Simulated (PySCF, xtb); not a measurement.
H2O5Ru, SMILES [O]=[Ru]([OH])(=[O])(=[O])[OH], multiplicity 1.

GFN2-xTB in xtb 6.7.1 at its own geometry gives an orbital gap of 1.82 eV and a dipole moment of 2.78 D.

Geometry: B3LYP-D3(BJ)/def2-SVP. The multiplicity is an assumed one; other spin states were not compared. The def2 effective core potentials stand for the cores of Ru; spin–orbit coupling is left out. Other conformers were not sampled.

What does PBE/def2-TZVP (PySCF) give? (The exact figures need the calculation; the answer reports its results.)

gap 1.90 eV (levels -8.08 and -6.18 eV), dipole 2.21 D.
